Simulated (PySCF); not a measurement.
Start geometry of `F[C@H]([SiH3])CO` from a GFN2-xTB structure with every atom displaced at random (by about 0.01 Å) (Å):
```
atom  x, y, z in Å
O1    -0.957    1.137   -0.796
C2    -1.281   -0.105   -0.254
C3    -0.133   -0.608    0.578
F4    -0.184   -0.057    1.865
Si5    1.536   -0.015   -0.219
H6    -0.937    1.806   -0.082
H7    -2.192   -0.070    0.338
H8    -1.406   -0.764   -1.107
H9    -0.182   -1.682    0.751
H10    2.598   -0.820    0.406
H11    1.436   -0.248   -1.635
H12    1.740    1.397    0.145
```

What comes out of this run: PySCF, PBE0-D3(BJ)/def2-SVP geometry optimisation, gas phase?

```
atom  x, y, z in Å
O1    -1.0938    1.3746   -0.5732
C2    -1.2936    0.0231   -0.2660
C3    -0.1452   -0.5525    0.5280
F4    -0.1691    0.0240    1.8025
Si5    1.5714   -0.1710   -0.2309
H6    -0.9895    1.8415    0.2641
H7    -2.2339   -0.1387    0.2997
H8    -1.3851   -0.5219   -1.2192
H9    -0.2835   -1.6425    0.6503
H10    2.5989   -0.9822    0.4868
H11    1.5586   -0.5566   -1.6740
H12    1.9030    1.2724   -0.0770
```

The energy falls by 15.4 kJ/mol over 8 energy and gradient evaluations, the largest force component goes from 0.0263 to 3.9e-04 Eh/bohr, and the atoms move by 0.204 Å rms after alignment. The bond that changes most is Si5–H11 (SiH3 silicon to Si–H hydrogen), which lengthens by 0.056 Å. Bonds longer at the end by more than 0.005 Å: 8 of 11; shorter: 2. Among the angles that change most is C2–C3–Si5, from 109.1° to 113.4°. Among the dihedrals that turn most is H7–C2–C3–Si5, from -158° to -173°. Rotational constants go from 4422, 3461, 2356 to 4814, 3039, 2296 MHz. The orientation of the end geometry is arbitrary; only internal coordinates are fixed.

The run used 109 basis functions and 51 SCF cycles in all. Hardware: one thread, Arm Neoverse N1 (aarch64), shared host. Cost: 52 s of wall time, 0.45 GiB resident at most.

Stationary, but not proved a minimum. The numbers are those of one conformer.
